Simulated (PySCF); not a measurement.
**Electron correlation in Fe (iron, neutral)**

[Ar] 3d6 4s1 4p1, one real determinant (an excited configuration). Computed with PySCF 2.14 in x2c-TZVPPall with one added diffuse shell each of s, p, d, f type (7s6p5d3f1g, 80 functions), with scalar relativity by spin-free X2C-1e. Frozen: [Ar]; 8 electrons correlated.

| level | correlation energy (mhartree) |
| --- | --- |
| CCSD | -156.13 |
| (T) | -4.43 |
| CCSD(T) | -160.56 |

Diagnostics: T1 = 0.014, D1 = 0.0359, largest double amplitude 0.046.

Problem. Is a single reference adequate?

Solution. Yes: T1 lies below 0.03 and no double amplitude reaches 0.07.

The reference is one real determinant that mixes LS terms of this configuration.
